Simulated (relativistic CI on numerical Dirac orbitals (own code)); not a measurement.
## Rh³⁺ (4d6) in a crystal field

Calculated by Dirac-Coulomb-Breit CI, orbitals from a KLI potential per configuration, a model potential for QED, valence Slater integrals scaled by 0.85, one configuration in a parametric crystal field (own radial code).

Field parameters in Wybourne normalisation: Oh B⁴₀ = 21Dq, B⁴₄ = √(5/14) B⁴₀. The field is a parameter set, without covalency.

S and J are read from ⟨S²⟩ = S(S + 1) and ⟨J²⟩ = J(J + 1) of each level; they are not fictitious spins.

Oh, 10Dq = 6000 cm⁻¹, the lowest 10 levels:

```tsv
E (cm⁻¹)	Degeneracy	Irrep	S	J
0.0	3	T2	1.99	3.85
448	2	E	1.98	3.58
577	3	T1	1.98	3.51
1065	1	A1	1.97	3.19
1507	3	T1	1.99	2.72
1680	3	T2	1.98	2.47
7131	1	A2	1.99	3.00
7150	3	T2	1.98	2.83
7170	2	E	1.98	2.65
7261	3	T1	1.98	2.40
```

Oh, 10Dq = 44250 cm⁻¹, the lowest 16 levels:

| E (cm⁻¹) | Degeneracy | Irrep | S | J |
| --- | --- | --- | --- | --- |
| 0.0 | 1 | A1 | 0.02 | 4.53 |
| 34424 | 2 | E | 1.00 | 4.12 |
| 34532 | 3 | T2 | 1.00 | 4.01 |
| 35348 | 3 | T1 | 1.00 | 3.88 |
| 36001 | 1 | A1 | 1.01 | 3.71 |
| 40000 | 3 | T1 | 0.87 | 4.20 |
| 40625 | 2 | E | 1.00 | 3.94 |
| 41411 | 3 | T2 | 1.00 | 3.80 |
| 41848 | 1 | A2 | 1.00 | 3.80 |
| 42493 | 3 | T1 | 0.31 | 5.00 |
| 53592 | 3 | T2 | 0.02 | 3.70 |
| 58861 | 3 | T2 | 1.99 | 3.78 |
| 59640 | 3 | T1 | 1.99 | 3.30 |
| 59653 | 2 | E | 1.99 | 3.34 |
| 60644 | 3 | T2 | 1.99 | 2.41 |
| 60665 | 3 | T1 | 1.99 | 2.46 |

Oh, 10Dq = 39500 cm⁻¹, the lowest 10 levels:

```tsv
E (cm⁻¹)	Degeneracy	Irrep	S	J
0.0	1	A1	0.02	4.54
29709	2	E	1.00	4.13
29821	3	T2	1.00	4.02
30636	3	T1	1.01	3.89
31313	1	A1	1.01	3.73
35206	3	T1	0.88	4.18
35827	2	E	1.01	3.95
36632	3	T2	1.01	3.82
37090	1	A2	1.00	3.84
37816	3	T1	0.30	5.02
```

Oh, 10Dq = 34700 cm⁻¹, the lowest 16 levels:

| E (cm⁻¹) | Degeneracy | Irrep | S | J |
| --- | --- | --- | --- | --- |
| 0.0 | 1 | A1 | 0.03 | 4.55 |
| 24950 | 2 | E | 1.01 | 4.15 |
| 25066 | 3 | T2 | 1.01 | 4.02 |
| 25872 | 3 | T1 | 1.02 | 3.90 |
| 26578 | 1 | A1 | 1.02 | 3.74 |
| 30339 | 3 | T1 | 0.90 | 4.17 |
| 30957 | 2 | E | 1.01 | 3.96 |
| 31781 | 3 | T2 | 1.01 | 3.85 |
| 32275 | 1 | A2 | 1.00 | 3.89 |
| 33102 | 3 | T1 | 0.29 | 5.04 |
| 40108 | 3 | T2 | 1.99 | 3.79 |
| 40917 | 3 | T1 | 1.99 | 3.32 |
| 40941 | 2 | E | 1.98 | 3.37 |
| 41897 | 3 | T2 | 1.99 | 2.43 |
| 41945 | 3 | T1 | 1.99 | 2.50 |
| 42001 | 1 | A1 | 1.98 | 2.58 |

Oh, 10Dq = 29900 cm⁻¹, the lowest 10 levels:

| E (cm⁻¹) | Degeneracy | Irrep | S | J |
| --- | --- | --- | --- | --- |
| 0.0 | 1 | A1 | 0.04 | 4.55 |
| 20192 | 2 | E | 1.02 | 4.16 |
| 20316 | 3 | T2 | 1.02 | 4.02 |
| 21090 | 3 | T1 | 1.04 | 3.90 |
| 21830 | 1 | A1 | 1.04 | 3.75 |
| 25421 | 3 | T1 | 0.94 | 4.13 |
| 26034 | 2 | E | 1.04 | 3.96 |
| 26856 | 3 | T2 | 1.06 | 3.89 |
| 27450 | 1 | A2 | 1.00 | 3.96 |
| 28389 | 3 | T1 | 0.31 | 5.05 |

The free-ion ground term has S = 2. The field overcomes the spin-pairing energy for Oh, 10Dq = 44250 cm⁻¹; Oh, 10Dq = 39500 cm⁻¹; Oh, 10Dq = 34700 cm⁻¹; Oh, 10Dq = 29900 cm⁻¹, where the ground state has lower spin; these fields are assumed values.

Levels of this model without a field, named by their leading LS term: 5D_4 0, 5D_3 1517, 5D_2 2371, 5D_1 2939, 5D_0 3208, 3H_6 16949, 3H_4 17058, 3H_5 17364 cm⁻¹.
